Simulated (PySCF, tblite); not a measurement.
Isomers of C7H10F (doublet state). Level: GFN2-xTB in tblite, geometry and Hessian alike; calculated harmonic values, unscaled, isolated species. Against measured fundamentals such values can be off by several per cent, at times by over 20. One conformer each. Open shells enter through the occupations alone, without spin polarisation, and single modes of such species can be off by tens of per cent.

Electronic energies: B3LYP/pcH-1 single points on the GFN2-xTB geometries (PySCF, gas phase).

| SMILES | electronic energy, lowest = 0 (kJ/mol) |
| --- | --- |
| C=CC(=C)[C](C)CF | 93.5 |
| CC1=C[C](CF)CC1 | 0.0 |
| C[C@]12C[CH][C@](F)(C1)C2 | 131.5 |

Problem. How do GFN2-xTB zero-point energies change the relative energies?

Solution. 
```csv
SMILES,ZPE (kJ/mol),of it from modes above 1550 cm⁻¹,electronic (kJ/mol),"with ZPE, lowest = 0 (kJ/mol)",lowest mode (cm⁻¹),rings
CC1=C[C](CF)CC1,388.9,177.6,0.0,0.0,42,1
C=CC(=C)[C](C)CF,380.5,192.1,93.5,85.0,68,0
C[C@]12C[CH][C@](F)(C1)C2,391.0,180.8,131.5,133.7,76,3
```

The zero-point energies span 10.5 kJ/mol, from `C=CC(=C)[C](C)CF` to `C[C@]12C[CH][C@](F)(C1)C2`. The order is unchanged.

Problem. And how do the electronic energies of GFN2-xTB itself compare?

Solution. `CC1=C[C](CF)CC1` 0.0; `C=CC(=C)[C](C)CF` 153.2; `C[C@]12C[CH][C@](F)(C1)C2` 83.6 kJ/mol, lowest = 0. Against the energies above, taken from the same isomer `CC1=C[C](CF)CC1`, the largest difference is 59.7 kJ/mol.

Problem. What do entropy and thermal enthalpy add at 298.15 K and 1 bar (rigid rotor, harmonic oscillator, one conformer each)?

Solution. 
```csv
SMILES,point group,symmetry number,S (J/(mol K)),H − H(0) (kJ/mol),ZPE + H − H(0) − TS (kJ/mol)
CC1=C[C](CF)CC1,C1,1,393.5,25.44,297.0
C=CC(=C)[C](C)CF,C1,1,404.0,27.79,287.8
C[C@]12C[CH][C@](F)(C1)C2,Cs,1,362.9,22.92,305.8
```

S holds R ln(2S + 1) for the spin.
